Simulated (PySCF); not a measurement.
A structure optimised at PBE-D3(BJ)/def2-SVP, used in a PySCF frequency run:

```
Ga
F 1 1.7581
Br 1 2.2733 2 117.94
Br 1 2.2733 2 117.94 3 180.00
```
Charge 0, spin multiplicity 1.

Question: Write its SMILES, formula and point group.

Answer: [F][Ga]([Br])[Br], Br2FGa, C2v

Question: What are its rotational constants (standard atomic weights)?

Answer: 3.0683, 0.78409, 0.62450 GHz
